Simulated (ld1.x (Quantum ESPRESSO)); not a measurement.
What one change does to a pseudopotential (Rh (Z = 45), PAW)

* Element: rhodium (Rh)
* Generator: ld1.x (Quantum ESPRESSO) 7.5
* Type: PAW
* Functional: PBE
* Relativity: scalar-relativistic
* Frozen core: [Ar] 3d10 4s2
* Valence charge: 15
* Reference configuration: 4p6 4d8 5s1 5p0
* Partial waves: 5s (bound): rcut 2.40, rcutus 3.05 bohr; 5s channel at 1.1 Ry: rcut 2.40, rcutus 3.05 bohr; 4p (bound): rcut 1.45, rcutus 1.65 bohr; 5p (bound, empty): rcut 1.45, rcutus 1.65 bohr; 4d (bound): rcut 1.70, rcutus 1.80 bohr; 4d channel at 0.7 Ry: rcut 1.70, rcutus 1.80 bohr
* Local potential: all-electron potential smoothed inside 2.50 bohr (lloc = -2)
* Core correction: Bessel-smoothed model core, default radius (core density twice the valence density)
* Augmentation charge: BESSEL, radius 1.25 bohr

Change: all radii but the core radius scaled by about 1.37 (s 4.16, p 2.26, d 2.46 bohr, rcut 3.28/1.98/2.32); local potential all-electron potential smoothed inside 3.42 bohr (lloc = -2); augmentation BESSEL, radius 1.70 bohr.

Cutoffs: the cutoffs (Ry, on a coarse ladder) from which the occupation-weighted sum of valence levels, in a spherical-Bessel basis at the reference potential, stays within 10 and 1 mRy of its value at 400 Ry; they do not see the model core or the augmentation charge, which bear on the density cutoff. Errors are all-electron minus pseudo energies relative to the spin-unpolarised reference configuration.

Question: What does the change do?

Answer: The potential gets softer (40 Ry and 60 Ry → 18 Ry and 30 Ry); the number of tests that count goes from 6 to 1 (the test run of the changed file stopped, so its transferability is not established); neither file shows a bound ghost at the reference potential, the only one tested. A larger radius leaves more room for a smooth pseudo-wave, so fewer plane waves are needed.

```tsv
quantity	base	changed
cutoff, loose	40 Ry	18 Ry
cutoff, tight	60 Ry	30 Ry
loose cutoff by channel (10 mRy a level)	s 6 Ry, p 25 Ry, d 30 Ry	s 6 Ry, p 15 Ry, d 12 Ry
bound ghosts	none	none
tests counted (converged, no solver errors)	6 of 7	1 of 7 (the test run stopped)
error for 4p6 4d8 5s0 5p0, meV [ΔE 7.46 eV]	+4.4	+8.3
lowest overlap eigenvalue by channel	s 0.45, p 0.17, d 1.00	s 0.61, p 0.91, d 0.15
```

Base: Tests not counted: 4p6 4d6 5s0 5p0 (solver errors, printed error -1623 eV). Changed file: Tests not counted: 4p6 4d7 5s0 5p0 (solver errors, printed error -1801 eV).
